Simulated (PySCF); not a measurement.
SrF2, SMILES [F][Sr][F].

The structure is a stationary point at B3LYP-D3(BJ)/def2-TZVP. The isomer is the one that the SMILES or the coordinates give; other isomers of the formula were not compared. The def2 effective core potentials stand for the cores of Sr; spin–orbit coupling is left out.

The numbers are results of TDA-PBE/def2-TZVPD (PySCF 2.14.0), not measurements.

Vertical excitations.  State labels are in the subgroup C2v.

| state | symmetry | energy (eV) | λ (nm) | f | main pairs |
|---|---|---|---|---|---|
| S1 | B2 | 4.33 | 287 | 0.000 | HOMO→LUMO 100 % |
| S2 | A1 | 4.60 | 270 | 0.001 | HOMO−1→LUMO 100 % |
| S3 | B1 | 4.61 | 269 | 0.015 | HOMO−2→LUMO 100 % |
| S4 | A2 | 4.77 | 260 | 0.000 | HOMO−3→LUMO 100 % |
| S5 | B2 | 4.83 | 257 | 0.021 | HOMO−4→LUMO 100 % |
| S6 | A1 | 5.10 | 243 | 0.012 | HOMO−5→LUMO 100 % |
| S7 | A2 | 5.90 | 210 | 0.000 | HOMO→LUMO+1 100 % |
| S8 | B2 | 5.98 | 207 | 0.000 | HOMO→LUMO+2 100 % |
| S9 | B1 | 6.18 | 201 | 0.000 | HOMO−1→LUMO+1 98 % |
| S10 | A1 | 6.20 | 200 | 0.001 | HOMO−2→LUMO+1 97 % |
| T1 | B2 | 4.28 | 290 | 0 | HOMO→LUMO 100 % |
| T2 | A1 | 4.55 | 272 | 0 | HOMO−1→LUMO 100 % |
| T3 | B1 | 4.57 | 271 | 0 | HOMO−2→LUMO 100 % |
| T4 | A2 | 4.73 | 262 | 0 | HOMO−3→LUMO 100 % |
Triplets are in the Tamm–Dancoff approximation.
